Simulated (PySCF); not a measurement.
**Excitation energy of Ir by level of theory**

Ir [Xe] 4f14 5d7 6s2 (4F) → Ir [Xe] 4f14 5d9 (2D), as a difference of total energies. All numbers are calculated (PySCF 2.14, scalar relativity by spin-free X2C-1e, in x2c-TZVPPall with one added diffuse shell each of s, p, d, f type (12s8p8d4f1g, 113 functions)). The calculations carry no spin-orbit coupling.

```json
{"method": "LDA", "excitation energy (eV)": "1.680"}
{"method": "PBE", "excitation energy (eV)": "1.866"}
{"method": "PBE0", "excitation energy (eV)": "1.949"}
{"method": "BP86", "excitation energy (eV)": "1.872"}
```

A first-order spin-orbit estimate (lowest level to lowest level, LS coupling) adds 0.301 eV.

The Hartree-Fock determinant of the upper state isn't an eigenfunction of L²: it has lost the atom's symmetry, so its energy isn't that of a pure term.
